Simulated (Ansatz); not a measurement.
Reaction (formal exchange of groups at the Si–O bond): `O[SiH]1BN1` + `CC(F)S` → `S[SiH]1BN1` + `CC(O)F`

Program: Ansatz. Geometries: PBE0-D4/def2-TZVP. ΔE: electronic, gas phase. CCSD(T)/CBS adds triple-zeta CCSD(T) − MP2 to the extrapolated MP2 energy (def2 sets, frozen cores). Functionals use def2-TZVPP. Each species was taken in one conformer, which may not be the lowest.

(1) Is it downhill or uphill in electronic energy at CCSD(T)/CBS, and by how much? (Estimate.)

(2) What do these levels give: B97M-V, PBE, CCSD/def2-TZVPP, MP2/def2-QZVPP, SCS-MP2/def2-QZVPP, HF/CBS(def2)? (Best estimate.)

Largest T1 diagnostic among the species: 0.014.

## Answers

(1) Ansatz gave: Uphill: ΔE = +6.3 kcal/mol.

(2) Ansatz gave: B97M-V 5.2, PBE 3.7, CCSD/def2-TZVPP 5.7, MP2/def2-QZVPP 7.0, SCS-MP2/def2-QZVPP 7.2, HF/CBS(def2) 5.5 kcal/mol.

At CCSD(T), def2-SVP lies −6.2 kcal/mol from the extrapolated value and def2-TZVPP −0.7 kcal/mol. Leaving LDA and LC-ωPBE aside and taking each functional with its dispersion term where it has one, the values, not all of them listed here, spread over 2.5 kcal/mol, from HSE06-D4 to B2PLYP.
